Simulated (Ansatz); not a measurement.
`O[CH]1C[NH][AlH]1`, charge 0, multiplicity 1.

**Question.** Give a relaxed structure at PBE0-D4/def2-TZVP (the Gaussian-basis code of Ansatz). (Best estimate.)

**Answer.** Ansatz gave: 
```xyz
11

O    -0.857    0.959   -1.486
C    -0.514    0.695   -0.125
C    -0.560   -0.830    0.133
N     0.798   -1.139    0.606
Al    1.396    0.507    0.421
H    -0.723    1.894   -1.649
H    -1.210    1.213    0.545
H    -1.325   -1.094    0.874
H    -0.808   -1.331   -0.810
H     1.000   -2.087    0.869
H     2.803    1.212    0.622
```
This is one stationary point; other conformers may exist.
